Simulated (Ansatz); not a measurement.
Basis sets compared for the cluster Ca₂Se₃. The state is a singlet with charge 0. Geometry PBE-D4/def2-SVP. Ansatz on 4 threads of AMD EPYC 7B13 on a shared host; times are rough, and most runs start from earlier orbitals.

Cartesian coordinates in Å:
```
Ca -0.912 0.351 -1.374
Ca 1.027 -0.941 0.951
Se 0.385 -1.970 -1.416
Se -1.223 0.727 1.424
Se 0.723 1.832 0.415
```

The structure comes from a short search, and lower isomers may exist.

Binding counts from free atoms (Ca singlet, Se triplet) in the same basis, without a counterpoise term.

```json
{"level": "PBE-D4/def2-SVP", "functions": "144", "energy (Eh)": "-8557.5385", "HOMO (eV)": "-4.19", "LUMO (eV)": "-2.08", "binding per atom (eV)": "3.07", "wall time": "2 s"}
{"level": "PBE0-D4/def2-SVP", "functions": "144", "energy (Eh)": "-8557.8580", "HOMO (eV)": "-5.11", "LUMO (eV)": "-1.57", "binding per atom (eV)": "2.96", "wall time": "3.2 s"}
```

Estimate the rows for PBE-D4/def2-TZVP (with forces), PBE0-D4/def2-TZVP.


| level | functions | energy (Eh) | HOMO (eV) | LUMO (eV) | binding per atom (eV) | wall time |
| --- | --- | --- | --- | --- | --- | --- |
| PBE-D4/def2-TZVP (with forces) | 216 | -8558.5903 | -4.35 | -2.27 | 3.04 | 3.7 s |
| PBE0-D4/def2-TZVP | 216 | -8558.9075 | -5.23 | -1.68 | 2.94 | 7 s |
